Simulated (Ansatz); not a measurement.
A run for Ansatz (a first-principles code): U-CCSD(T)/cc-pV(D+d)Z on OSi (SMILES O=[Si]), 2S+1 = 1, a spin state set in the input, which need not be the lowest. Files ending in .json are basis or fitting sets from the Basis Set Exchange.

Ansatz 0.2 input:
```yaml
crystal:
  periodic: [false, false, false]
  atoms:
    - {symbol: O, position_ang: [-0.00000000, -0.00000000, -0.96290494]}
    - {symbol: Si, position_ang: [0.00000000, 0.00000000, 0.55023140]}
basis:
  gaussian:
    orbitals: cc-pV_D+d_Z.json
correlation: {method: ccsd_t, electrons: outside_noble_gas}
scf: {omitted_lower_state_checks: [cluster_reference]}
magnetization: {spin_polarized: true, initial_magnetization: 0}
```

Program output:

```
WARN ansatz: RAYON_NUM_THREADS=1 ignored (pool sized by the plan → 1); use --threads N
Functional definition: HF
these checks for a lower state are left out or cut short: cluster_reference
integrals: 0.01 GiB planned
387 factors; integrals over basis functions are off by at most 9.3e-4 eV
mean field: 0.06 GiB planned
mean field evaluation 1: about -9894.8985 eV, gradient 3.2e1 eV
mean field evaluation 2: about -9894.9006 eV, gradient 3.2e1 eV
mean field evaluation 4: about -9899.4873 eV, gradient 1.5e0 eV
mean field evaluation 8: about -9899.5132 eV, gradient 1.9e-5 eV
mean field evaluation 16: about -9897.7191 eV, gradient 9.7e0 eV
mean field evaluation 32: about -9899.4842 eV, gradient 1.5e0 eV
mean field -9899.51321164 eV, -363.8004003966 hartree, gradient 1.4e-6 eV, S^2 0.000000; 4 other end points of the search recorded, 0 dependent functions left out
6 core orbitals not correlated
reference -9899.51321164 eV, -363.8004003966 hartree; 5, 5 occupied and 26, 26 virtual orbitals, 387 factors
second order -7.42268089 eV of doubles, -0.00000000 eV of singles
coupled cluster: 0.07 GiB planned
cycle   1  -7.12446750 eV  change    3.0e-1 eV  update   1.4e-1
cycle   2  -7.48399280 eV  change   -3.6e-1 eV  update   5.6e-2
cycle   3  -7.60848950 eV  change   -1.2e-1 eV  update   2.8e-2
cycle   4  -7.60044982 eV  change    8.0e-3 eV  update   6.4e-3
cycle   5  -7.60101911 eV  change   -5.7e-4 eV  update   2.5e-3
cycle   6  -7.60093341 eV  change    8.6e-5 eV  update   6.1e-4
cycle   7  -7.60070259 eV  change    2.3e-4 eV  update   1.9e-4
cycle   8  -7.60074450 eV  change   -4.2e-5 eV  update   5.9e-5
cycle   9  -7.60072759 eV  change    1.7e-5 eV  update   1.8e-5
cycle  10  -7.60072122 eV  change    6.4e-6 eV  update   5.4e-6
perturbative correction -0.31376853 eV, -0.0115307809 hartree
Total energy: -9907.42770139 eV, -364.0912525305 hartree
Checks for a lower state left out: cluster_reference
```

The run converged.

Cost: roughly 1.8 core-seconds.
